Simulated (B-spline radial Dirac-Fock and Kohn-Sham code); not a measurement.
**Binding energies of Te⁴⁺ in different valence configurations**

Calculated with a radial B-spline solver, using Dirac-Fock energy differences between relaxed states, corrected for Breit and QED terms. The model has no electron correlation.

Reference: the tabulated ground configuration [Kr] 4d10 5s2, with 1s 31869.2 eV, 2s 5001.9 eV, 2p3/2 4398.4 eV, 3s 1065.6 eV, 4p3/2 174.1 eV, 5s 56.21 eV, Kα1 27470.8 eV, Kβ1 30992.1 eV.

Shifts from the reference in eV.

```
    configuration  average energy      1s      2s   2p3/2      3s  4p3/2     5s    Kα1    Kβ1
 [Kr] 4d9 5s2 5p1          +45.00  +10.45  +11.01  +10.98  +10.50  +7.38  +3.74  -0.53  -0.03
[Kr] 4d10 5s1 5p1          +10.07   +1.17   +1.13   +1.26   +1.08  +1.28  +2.15  -0.09  -0.13
```
